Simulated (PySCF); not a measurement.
C2H9NSi2, SMILES [SiH3]N1C[SiH2]C1.

The structure is a stationary point at B3LYP-D3(BJ)/def2-SVP. The structure was generated by enumeration, and PubChem lists no compound with its InChIKey, so it may never have been made.

Method: PBE0/def2-TZVP run with PySCF.

Symmetry labels are those of the subgroup Cs that the program uses (full group Cs).

Computed valence orbital energies around the gap with their symmetry:
```tsv
orbital	symmetry	energy (eV)
HOMO−7	A"	-11.89
HOMO−6	A"	-11.07
HOMO−5	A'	-9.79
HOMO−4	A"	-9.52
HOMO−3	A'	-9.42
HOMO−2	A"	-8.45
HOMO−1	A'	-8.36
HOMO	A'	-6.39
LUMO	A"	-0.06
LUMO+1	A'	0.38
LUMO+2	A'	1.28
LUMO+3	A'	1.53
```
